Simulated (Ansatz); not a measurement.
Two members of one family (Same ligands, another metal), computed with Ansatz in the gas phase; def2 core potentials for Re, Tc, no spin–orbit coupling. The two geometries come from different levels. Binding counts from free atoms in the multiplicity of their measured ground term, without zero-point energy. The structures are stationary points that may keep the symmetry of their start. Remarks come from the PBE and PBE0 runs and from stability tests at other levels; not every state was tested.

First: ReO3Cl (singlet, charge 0, PBE-D4/def2-SVP geometry).

Cartesian coordinates in Å:
```
Re -0.017 -0.015 -0.091
O -0.685 -1.577 -0.324
O -1.124 1.147 -0.695
O 1.437 0.096 -0.995
Cl 0.389 0.349 2.105
```

```csv
level,HOMO (eV),LUMO (eV),gap (eV),binding per atom (eV)
PBE-D4/def2-SVP,-8.42,-4.20,4.22,5.02
B3LYP-D4/def2-TZVP,-9.81,-3.86,5.95,4.48
PBE0-D4/def2-SVP,-10.15,-3.66,6.49,4.35
PBE0-D4/def2-TZVP,-10.08,-3.65,6.43,4.44
r2SCAN0-D4/def2-TZVP,-10.38,-3.68,6.69,4.15
```

Metal–donor distances: 3 × O 1.72 Å, 1 × Cl 2.26 Å.

Second: TcO3Cl (singlet, charge 0, r2SCAN-D4/def2-SVP geometry).

```xyz
5

Tc   -0.060    0.068    0.067
O    -1.656   -0.435    0.097
O     0.572    0.010    1.617
O     0.021    1.638   -0.509
Cl    1.123   -1.281   -1.272
```

Question: What does the change do? Estimate second minus first.

Answer: 
| level | Δ HOMO (eV) | Δ LUMO (eV) | Δ gap (eV) | Δ binding per atom (eV) |
| --- | --- | --- | --- | --- |
| PBE-D4/def2-SVP | -0.08 | -0.52 | -0.44 | -0.18 |
| B3LYP-D4/def2-TZVP | -0.14 | -0.58 | -0.44 | -0.33 |
| PBE0-D4/def2-SVP | -0.06 | -0.58 | -0.52 | -0.27 |
| PBE0-D4/def2-TZVP | -0.13 | -0.58 | -0.46 | -0.36 |
| r2SCAN0-D4/def2-TZVP | -0.10 | -0.62 | -0.51 | -0.39 |

Metal–donor distances: 3 × O 1.67 Å, 1 × Cl 2.24 Å. Remarks: restricted SCF unstable in HF.
